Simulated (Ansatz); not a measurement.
Species: CH6BOSi, net charge 0, doublet state. It need not be the lowest isomer of its formula. SMILES: [SiH2]([B]O)C
Geometry from a B3LYP-D3(BJ)/def2-TZVP (Ansatz, a first-principles code) optimisation:
```xyz
10

C      1.7896     0.6191     0.1180
Si     0.5260    -0.7606    -0.1269
B     -1.4200    -0.2459    -0.0516
O     -1.9601     0.9597     0.1515
H      1.6749     1.3898    -0.6461
H      1.6634     1.0916     1.0937
H      2.8078     0.2282     0.0578
H      0.7209    -1.8091     0.9088
H      0.7366    -1.4047    -1.4500
H     -2.9250     0.9907     0.1504
```
Charge 0, spin multiplicity 2.

Atomisation energy built up term by term with Ansatz (kcal/mol; UHF references for open shells; valence terms freeze the core; atomic spin-orbit terms are left out). Basis-set limits of correlation are two-point, X^-3; Hartree-Fock from the larger set.

```
term                                            basis  kcal/mol
-----------------------  ----------------------------  --------
Hartree-Fock                              cc-pV(Q+d)Z         ?
CCSD correlation         CBS(cc-pV(T+d)Z,cc-pV(Q+d)Z)         ?
(T)                      CBS(cc-pV(T+d)Z,cc-pV(Q+d)Z)     11.32
core correlation                            cc-pwCVTZ      2.50
scalar relativity (X2C)    cc-pVTZ-DK against cc-pVTZ     -1.18
sum: De                                                       ?
```

Q: Complete the blanks.

A: 
- Hartree-Fock, kcal/mol: 635.78
- CCSD correlation, kcal/mol: 191.44
- sum: De, kcal/mol: 839.9
